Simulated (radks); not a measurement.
Q: Rh+, configuration [Kr] 4d8. All-electron calculation, Dirac Kohn-Sham, LDA (Slater exchange, Perdew-Wang correlation), spin-unpolarised, spherical densities, finite nucleus; open shells fill j = l - 1/2 first; Fermi nuclear charge, rms radius 4.4945 fm. Program: a radial shooting solver on a logarithmic mesh with Libxc functionals. Some entries of the table are withheld. Estimate them.

orbital,occ.,eigenvalue (hartree),<r^2> (bohr^2),r(max) (bohr)
1s1/2,2,-845.3527,0.001441,0.02120
2s1/2,2,-122.7957,0.02373,0.1200
2p1/2,2,(1),(2),0.09294
2p3/2,4,(3),(4),0.09703
3s1/2,2,-22.15443,(5),(6)
3p1/2,2,(7),0.1712,0.3384
3p3/2,4,(8),0.1808,0.3482
3d3/2,4,-11.43795,0.1626,0.2893
3d5/2,6,-11.25767,0.1655,0.2921
4s1/2,2,-3.31482,1.090,0.8805
4p1/2,2,-2.24005,1.292,0.9262
4p3/2,4,-2.09494,1.371,0.9516
4d3/2,4,-0.51663,2.889,1.141
4d5/2,4,-0.50176,2.976,1.154

A: 
(1) 2p1/2 eigenvalue (hartree): -113.7905
(2) 2p1/2 <r^2> (bohr^2): 0.01779
(3) 2p3/2 eigenvalue (hartree): -108.4843
(4) 2p3/2 <r^2> (bohr^2): 0.01913
(5) 3s1/2 <r^2> (bohr^2): 0.1753
(6) 3s1/2 r(max) (bohr): 0.3521
(7) 3p1/2 eigenvalue (hartree): -18.62550
(8) 3p3/2 eigenvalue (hartree): -17.71232
